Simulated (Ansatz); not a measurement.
Consider the hydrogenolysis of a C–C bond: `OCCBF` + H₂ → `CBF` + CH₃OH.

Gas-phase electronic energies from Ansatz, PBE0-D4/def2-TZVP geometries. CCSD(T)/CBS adds triple-zeta CCSD(T) − MP2 to the extrapolated MP2 energy (def2 sets, frozen cores). This one scheme is used for every species. DFT in def2-TZVPP. B3LYP here is the variant with VWN-RPA as its local correlation; programs differ in this. One conformer a species, not always the lowest.

CCSD(T)/CBS gives -53.2 kJ/mol.

Problem. Another level gave -57.8 kJ/mol. Which?
A. HF/def2-TZVPP
B. B3LYP/def2-TZVPP
C. CCSD/def2-TZVPP
D. ωB97X-V/def2-TZVPP

Solution. C. CCSD/def2-TZVPP -57.8, ωB97X-V -53.3, B3LYP -66.8, HF/def2-TZVPP -75.7 kJ/mol.

Largest T1 diagnostic among the species: 0.012.

The D4 term adds +9.9 kJ/mol with B3LYP and +5.3 kJ/mol with PBE0; it sums over pairs of atoms, weighted by their polarisabilities, and B3LYP, whose exchange is more repulsive, gets the larger term. In def2-TZVPP, CCSD(T) changes the Hartree–Fock value by +22.4 kJ/mol (the triples alone add +4.5 kJ/mol) and MP2 by +24.9 kJ/mol.
